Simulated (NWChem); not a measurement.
C$_{2}$H$_{4}$Si; SMILES C#C[SiH3]

Computed with NWChem. Pople sets run with spherical d functions. B3LYP is NWChem's, with the RPA form of VWN correlation. Each level has its own optimisation; frequencies are unscaled.

| level | r C–Si (Å) | r H–Si (Å) | r C–C (Å) | r C–H (Å) | highest harmonic frequency (cm⁻¹) | lowest (cm⁻¹) | zero-point energy (kcal/mol) | dipole (D) |
|---|---|---|---|---|---|---|---|---|
| Hartree-Fock/STO-3G | 1.817 | 1.423 | 1.174 | 1.066 | 3935 | 323 | 34.2 | 0.45 |
| Hartree-Fock/3-21G | 1.862 | 1.483 | 1.194 | 1.052 | 3651 | 332 | 29.6 | 0.33 |
| Hartree-Fock/6-31G* | 1.837 | … | 1.194 | 1.058 | 3650 | … | 29.6 | 0.49 |
| B3LYP/6-31G* | 1.827 | 1.485 | 1.214 | 1.068 | 3479 | 241 | 27.4 | 0.51 |
| LDA (Slater exchange, VWN5)/def2-SVP | 1.821 | 1.504 | 1.224 | 1.086 | 3380 | 241 | 26.4 | 0.41 |
| PBE/def2-SVP | 1.838 | 1.502 | 1.229 | 1.083 | 3391 | 232 | 26.5 | 0.40 |
| BLYP/def2-SVP | 1.843 | 1.499 | 1.228 | 1.081 | 3380 | 236 | 26.6 | 0.38 |
| PBE0/def2-SVP | 1.834 | 1.492 | 1.217 | 1.076 | 3474 | 241 | 27.4 | 0.41 |

Some entries are withheld; supply them.


- Hartree-Fock/6-31G*, r H–Si (Å): 1.472
- Hartree-Fock/6-31G*, lowest (cm⁻¹): 263
